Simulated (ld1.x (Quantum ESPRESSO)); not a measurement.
**Cutoff test, S (Z = 16), TM**

ld1.x (Quantum ESPRESSO) 7.5 input, shortened:

```
&input
   title='S', zed=16., rel=0, dft='PBE', iswitch=3,
   config='[Ne] 3s1 3p5 3d-2'
 /
 &inputp
   pseudotype=2, tm=.true., lloc=2,
   nlcc=.true., rcore=0.95
 /
3
3S  1  0   1.00   0.00  1.15  1.15  0.0
3P  2  1   5.00   0.00  1.65  1.65  0.0
3D  3  2  -2.00   0.50  1.55  1.55  0.0
 &test
   configts(1)='3s1 3p5'
 /
```

The pseudo-atom Hamiltonian at the reference potential is diagonalised in spherical Bessel functions j_l(qr) that vanish at 20 bohr, with q² up to the cutoff. All-electron valence levels (Ry): 3s -1.3088, 3p -0.5560.

Question: How do the lowest levels (Ry) of each channel move with the cutoff, and are there ghosts?

Answer:

| cutoff (Ry) | s #1 | p #1 | p #2 | d #1 | d #2 | f #1 | Σ f·Δε (mRy) |
| --- | --- | --- | --- | --- | --- | --- | --- |
| 8 | -1.1936 | -0.5359 | 0.0309 | 0.0708 | 0.1547 | 0.1177 | 216.0 |
| 15 | -1.2673 | -0.5545 | 0.0303 | 0.0705 | 0.1528 | 0.1177 | 49.6 |
| 25 | -1.2910 | -0.5554 | 0.0303 | 0.0704 | 0.1513 | 0.1177 | 21.2 |
| 40 | -1.2962 | -0.5561 | 0.0302 | 0.0703 | 0.1503 | 0.1177 | 12.9 |
| 50 | -1.3032 | -0.5561 | 0.0302 | 0.0702 | 0.1501 | 0.1177 | 5.8 |
| 70 | -1.3064 | -0.5561 | 0.0302 | 0.0702 | 0.1500 | 0.1177 | 2.5 |
| 100 | -1.3075 | -0.5561 | 0.0302 | 0.0702 | 0.1500 | 0.1177 | 1.3 |
| 140 | -1.3086 | -0.5561 | 0.0302 | 0.0702 | 0.1500 | 0.1177 | 0.3 |
| 400 | -1.3089 | -0.5561 | 0.0302 | 0.0702 | 0.1500 | 0.1177 | 0.0 |

Result: no extra level below or beside the all-electron valence levels (s, p, d, f tested); 10 mRy is reached at 45 Ry and 1 mRy at 110 Ry.

Its largest configuration-test error is +344 meV.
